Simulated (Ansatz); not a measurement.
In₁₀P₁₀, relaxed as a singlet with RKS PBE-D4/def2-SVP in Ansatz, starting from the GFN2-xTB geometry. Force threshold 0.03 eV/Å.

In the def2 sets In takes a core potential; there is no spin–orbit coupling. Single mean-field runs in def2-SVP are fitted with def2-universal-jkfit. The restricted singlet is unstable towards broken spin symmetry in Hartree–Fock (as tested in another run); at PBE-D4/def2-SVP this wasn't settled.

Start:

```xyz
20

P    -1.579    3.088    2.560
P    -1.789    3.506   -2.584
P     2.202    2.208   -0.105
P     0.862    0.452   -4.236
P    -3.733   -1.602    2.384
P     1.048   -0.822    2.811
P    -0.943   -4.231    0.290
P    -0.644    0.004   -0.255
P     3.657    0.892   -0.028
P     2.806   -1.345    2.113
In   -1.780    3.220   -0.079
In   -2.729    0.709    2.368
In    0.655    1.635    1.947
In   -2.083    0.277   -3.312
In    0.486    2.288   -2.472
In    2.237   -0.477   -2.246
In   -3.093   -2.287   -0.794
In   -1.295   -2.387    2.050
In    1.291   -2.933    0.101
In    4.426   -2.194   -0.511
```

Q: Estimate the energy that the relaxation releases and the steps that it takes.

A: 82.2 kcal/mol, in 29 steps; 2.1 min on 2 threads of AMD EPYC 7R13 on a shared host and a share (18 GiB) of an NVIDIA H100 80GB HBM3. No frequencies were taken in this run, so the end may be a saddle point.

Q: Does the start keep its bonding and symmetry?

A: Bonds formed: P2–In14, P8–In12, P8–In14, P8–In16, P9–P10, P9–In20 (atoms count from 1).

Q: Predict the relaxed structure.

A: 
```csv
atom,x (Å),y (Å),z (Å)
P1,-1.9688,2.7829,2.0498
P2,-1.1293,3.8411,-2.5792
P3,2.4016,2.3423,0.1864
P4,0.9437,0.8032,-3.8496
P5,-3.4597,-1.7990,2.4970
P6,0.9392,-0.4040,2.6815
P7,-0.5696,-4.3786,1.2320
P8,-1.1666,-0.2496,-0.6083
P9,3.2834,0.2925,-0.0192
P10,2.7133,-1.0914,1.6245
In11,-1.8644,3.5540,-0.2795
In12,-2.7820,0.3654,1.5798
In13,0.1738,1.4399,1.0935
In14,-1.4005,1.1675,-2.7620
In15,1.2416,2.6746,-2.1160
In16,1.2260,-0.7559,-1.7852
In17,-2.8304,-3.0157,-0.2717
In18,-0.9450,-2.2646,2.5009
In19,1.2864,-3.1105,0.1789
In20,3.9072,-2.1941,-1.3537
```
Bond lengths (bridged metal pairs left out): 24 × In–P 2.43 to 2.91 Å; 3 × P–P 2.18 to 2.24 Å; 2 × In–In 3.07 to 3.17 Å.
